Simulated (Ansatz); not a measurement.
**Reading a saddle point**

A first-order saddle point of C2H8Ge, singlet, PBE0-D4/def2-TZVP, with one imaginary mode of 1201i cm⁻¹:

| atom | x (Å) | y (Å) | z (Å) |
| --- | --- | --- | --- |
| Ge1 | -0.6510 | -0.4378 | 0.3119 |
| H2 | -0.5946 | -1.9866 | 0.0092 |
| H3 | 0.3778 | -1.5995 | -0.5031 |
| C4 | 0.8557 | 0.1436 | 1.4491 |
| C5 | -0.8084 | 0.6287 | -1.3431 |
| H6 | 0.4861 | 0.8775 | 2.1663 |
| H7 | 1.6607 | 0.5898 | 0.8664 |
| H8 | 1.2434 | -0.7103 | 2.0054 |
| H9 | -1.2255 | 0.0095 | -2.1378 |
| H10 | -1.4959 | 1.4552 | -1.1592 |
| H11 | 0.1519 | 1.0298 | -1.6651 |

Ansatz 0.2.0; basis: def2-TZVPP and def2-QZVPP; cores frozen in the correlated methods. Filled d shells of the heavier atoms are correlated. The def2 sets are not built for correlating such inner shells, so the correlated values are less sure here. Extrapolation: Hartree–Fock as exp(−7.88 √X), correlation as X^−2.97.

(1) Which contacts change along the imaginary mode, and what lies on either side? (A judgement: the text doesn't fix the answer.)

(2) Which side is lower, and how far does the saddle lie above each? (Judge from chemistry; the value comes from the calculation.)

T1 diagnostic: at most 0.011. The restricted Hartree–Fock reference is unstable towards an unrestricted one at one or more of these structures.

Answers

(1) Computed: The step is C₂H₈Ge ([CH3][GeH2][CH3]) → C₂H₆Ge ([CH3][Ge][CH3]) + H₂, with the molecules in contact on both sides. Shortening one way: H2–H3; lengthening the same way: Ge1–H2, Ge1–H3.
```json
{"pair": "H2–H3", "one side (Å)": "2.50", "saddle (Å)": "1.17", "other side (Å)": "0.76"}
{"pair": "Ge1–H2", "one side (Å)": "1.54", "saddle (Å)": "1.58", "other side (Å)": "2.26"}
{"pair": "Ge1–H3", "one side (Å)": "1.54", "saddle (Å)": "1.75", "other side (Å)": "2.39"}
```

(2) Computed: The side with Ge1–H2, Ge1–H3 short is lower by 41.26 kcal/mol; the saddle lies 57.85 kcal/mol above it and 16.60 kcal/mol above the other (CCSD(T) at an estimated basis limit (MP2 extrapolated from triple and quadruple zeta, plus CCSD(T) − MP2 in triple zeta); electronic energies).

Losses and insertions of silylenes and their heavier kin drive the gas-phase chemistry of silicon and germanium vapour deposition.

Labels in which every atom is bracketed show which atoms are joined, not bond orders.

For scale, one of the runs: CCSD(T)/def2-TZVPP, 222 basis functions (an equivalent command: `ansatz run in.yaml --threads 4`). The run took 90 s on 4 CPU threads (shared host), with 3.5 GiB of host memory at its peak.
